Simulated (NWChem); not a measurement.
Everything below was run with NWChem. System: Ge (+1), charge 1, spin multiplicity 2. Its SCF solution wasn't tested for a lower state. Level: evGW@UPBE/def2-TZVPD, RI basis def2-tzvpd-rifit, 6 cycles.

The NWChem input:

```
start mol
memory heap 200 mb stack 700 mb global 1700 mb
charge 1
geometry units angstroms nocenter noautoz
  Ge     0.000000     0.000000     0.000000
  symmetry group D2h
end
basis spherical
  * library def2-tzvpd
end
basis "ri basis" bse spherical
  * library def2-tzvpd-rifit
end
dft
  xc xpbe96 cpbe96
  odft
  mult 2
  iterations 100
  direct
  tolerances tight
end
task dft energy
gw
  evgw 6
  states alpha occ -1 vir -1
  states beta occ -1 vir -1
end
task dft gw
```

Part of the output:

```
             Northwest Computational Chemistry Package (NWChem) 7.3.0
             --------------------------------------------------------

                                NWChem Input Module
                                -------------------

 Scaling coordinates for geometry "geometry" by  1.889725989
 (inverse scale =  0.529177249)

                             Geometry "geometry" -> ""
                             -------------------------

 Output coordinates in angstroms (scale by  1.889725989 to convert to a.u.)

  No.       Tag          Charge          X              Y              Z
 ---- ---------------- ---------- -------------- -------------- --------------
    1 Ge                  32.0000     0.00000000     0.00000000     0.00000000

 Effective nuclear repulsion energy (a.u.)       0.0000000000

            Nuclear Dipole moment (a.u.)
            ----------------------------
        X                 Y               Z
 ---------------- ---------------- ----------------
     0.0000000000     0.0000000000     0.0000000000

      Symmetry information
      --------------------

 Group name             D2h
 Group number             26
 Group order               8
 No. of unique centers     1

      Symmetry unique atoms

     1


 Summary of "ao basis" -> "" (spherical)
 ------------------------------------------------------------------------------
       Tag                 Description            Shells   Functions and Types
 ---------------- ------------------------------  ------  ---------------------
 *                         def2-tzvpd                 on all atoms

 new library libraries.bse/

 Summary of "ri basis" -> "" (spherical)
 ------------------------------------------------------------------------------
       Tag                 Description            Shells   Functions and Types
 ---------------- ------------------------------  ------  ---------------------
 *                      def2-tzvpd-rifit              on all atoms

  pbe96 is a nonlocal functional; adding pw91lda local functional.

                                 NWChem DFT Module
[...]
@GW        34         25.079           0.000
@GW        35         25.079           0.000
@GW        36         25.120           0.000
@GW        37         25.110           0.000
@GW        38         25.110           0.000
@GW        39         25.127           0.000
@GW        40         25.127           0.000
@GW        41         24.485           0.000
@GW        42         24.485           0.000
@GW        43         24.562           0.000
@GW        44         24.844           0.000
@GW        45         24.844           0.000
@GW        46         73.678           0.000
@GW        47         73.680           0.000
@GW        48         73.826           0.000
@GW        49         73.826           0.000
@GW        50         73.936           0.000
@GW        51        101.250           0.000
@GW        52        101.250           0.000
@GW        53        101.412           0.000
@GW        54        136.845           0.000

                   Beta Orbitals
          State     Energy (eV)     Error (eV)
          -----------------------------------
@GW         1     -10852.650           0.000
@GW         2      -1391.282           0.000
@GW         3      -1241.017           0.000
@GW         4      -1241.017           0.000
@GW         5      -1240.836           0.000
@GW         6       -198.948           0.000
@GW         7       -143.409           0.000
@GW         8       -143.409           0.000
@GW         9       -143.090           0.000
@GW        10        -48.419           0.000
@GW        11        -48.419           0.000
@GW        12        -47.975           0.000
@GW        13        -47.975           0.000
@GW        14        -47.836           0.000
@GW        15        -22.655           0.000
@GW        16         -7.029           0.000
@GW        17         -7.031           0.000
@GW        18         -6.160           0.000
@GW        19         -2.388           0.000
@GW        20         -0.589           0.000
@GW        21         -0.591           0.000
@GW        22         -0.284           0.000
@GW        23         -0.284           0.000
@GW        24         -0.165           0.000
@GW        25          4.883           0.000
@GW        26          4.885           0.000
@GW        27          5.610           0.000
@GW        28          4.855           0.000
@GW        29          4.855           0.000
@GW        30          5.360           0.000
@GW        31          5.356           0.000
@GW        32          5.543           0.000
@GW        33          8.766           0.000
@GW        34         25.232           0.000
@GW        35         25.232           0.000
@GW        36         25.016           0.000
@GW        37         25.016           0.000
@GW        38         25.582           0.000
@GW        39         25.582           0.000
@GW        40         25.774           0.000
@GW        41         25.775           0.000
@GW        42         25.395           0.000
@GW        43         25.397           0.000
@GW        44         25.876           0.000
@GW        45         25.411           0.000
@GW        46         73.805           0.000
@GW        47         73.807           0.000
@GW        48         74.325           0.000
@GW        49         74.325           0.000
@GW        50         74.481           0.000
@GW        51        101.974           0.000
@GW        52        101.974           0.000
@GW        53        105.673           0.000
@GW        54        137.683           0.000

     GW Timing Statistics
   ------------------------
   Init.   :          0.1s
     ERIs  :          0.2s
     Distr.:          0.0s
     Vxc   :          0.0s
   Sigma_x :          0.0s
   RPA     :          2.6s
   Wmn     :          0.7s
   Sigma_c :          1.1s
   GW total:          4.7s

 Task  times  cpu:        4.7s     wall:        4.7s

 Total times  cpu:       11.0s     wall:       11.0s
```
